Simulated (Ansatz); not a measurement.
Program: Ansatz. Geometries: PBE0-D4/def2-TZVP. ΔE: electronic, gas phase. CCSD(T)/CBS adds triple-zeta CCSD(T) − MP2 to the extrapolated MP2 energy (def2 sets, frozen cores). DFT in def2-TZVPP. B3LYP here is the variant with VWN-RPA as its local correlation; programs differ in this. For Ga outer-core shells are correlated without core-valence functions, which leaves a few kJ/mol of doubt a bond. Scalar relativity is left out up to krypton. One conformer a species, not always the lowest.

Consider the ligand exchange at a B–N bond: `B[NH][GaH][CH3]` + `[OH][Ga]([Cl])[O][SiH3]` → `B[O][Ga]([Cl])[O][SiH3]` + `[CH3][GaH][NH2]`.

```tsv
level	ΔE (kJ/mol)
B3LYP	3.7
SCS-MP2/def2-QZVPP	3.7
```

Problem. What does CCSD(T)/CBS give? (An estimate is asked.)

Solution. Ansatz gave: +3.9 kJ/mol. The listed levels differ from it by -0.2, -0.2 kJ/mol.

Largest T1 diagnostic among the species: 0.014.

In def2-TZVPP, CCSD(T) changes the Hartree–Fock value by +8.0 kJ/mol (the triples alone add +1.0 kJ/mol) and MP2 by +10.2 kJ/mol.

CCSD(T)/CBS has its own doubt, a few kJ/mol and more with outer-core shells, so smaller differences from it don't rank the levels.
